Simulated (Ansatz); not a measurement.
`[SiH3]C(Br)C=S` + H₂ → `[SiH3]CC=S` + HBr at 298.15 K and 1 bar (hydrogenolysis of a C–Br bond).

Isolated molecules relaxed with PBE0-D4/def2-TZVP in Ansatz; ΔE leaves out vibrations. CCSD(T)/CBS adds triple-zeta CCSD(T) − MP2 to the extrapolated MP2 energy (def2 sets, frozen cores). This one scheme is used for every species. For Br outer-core shells are correlated without core-valence functions, which leaves a few kJ/mol of doubt a bond. Scalar relativity is left out up to krypton. One conformer a species, not always the lowest.

| species | CCSD(T)/CBS energy (Eh) | H − E (kJ/mol) | S (J/(mol·K)) |
| --- | --- | --- | --- |
| `[SiH3]C(Br)C=S` | -3339.25520 | 178.3 | 367.9 |
| H₂ | -1.17544 | 35.1 | 130.4 |
| `[SiH3]CC=S` | -766.54032 | 200.0 | 325.7 |
| HBr | -2573.91920 | 24.6 | 198.6 |

H − E and S are ideal-gas, rigid-rotor, harmonic terms from PBE0-D4/def2-TZVP, for one conformer and one mirror image of each species. For small species the MP2-based limit differs from directly extrapolated CCSD(T) by up to some mEh (0.8 for H₂); such offsets cancel only in part. 1 Eh = 2625.50 kJ/mol, R = 8.31446 J/(mol·K).

Question: By hand: ΔE, ΔH, ΔS and ΔG.

Answer: ΔE = (-766.54032) + (-2573.91920) − (-3339.25520) − (-1.17544) = -0.02888 Eh = -75.8 kJ/mol. Δ(H − E) = 200.0 + 24.6 − 178.3 − 35.1 = 11.2, so ΔH = -64.6 kJ/mol. ΔS = 325.7 + 198.6 − 367.9 − 130.4 = 26.0 J/(mol·K). ΔG = -64.6 − 298.15 × (26.0)/1000 = -72.4 kJ/mol.

Question: By hand: the equilibrium constant, and the temperature at which ΔG would vanish if ΔH and ΔS stayed fixed.

Answer: log₁₀ K = −ΔG/(RT ln 10) = 12.7. ΔH and −TΔS have one sign here, so there is no such temperature.

ΔH outweighs TΔS. A doubt of 5 kJ/mol in ΔE shifts log₁₀ K by 0.9 here. Other conformers and mirror images would add mixing entropy, several J/(mol·K) or more a flexible species. Modes under 60 cm⁻¹, often nearly free rotors, make the harmonic entropy too high. These are equilibria of isolated gas molecules and say nothing of rates. Largest T1 diagnostic: 0.016 (customary marks: 0.02 for closed shells, 0.045 for open ones).
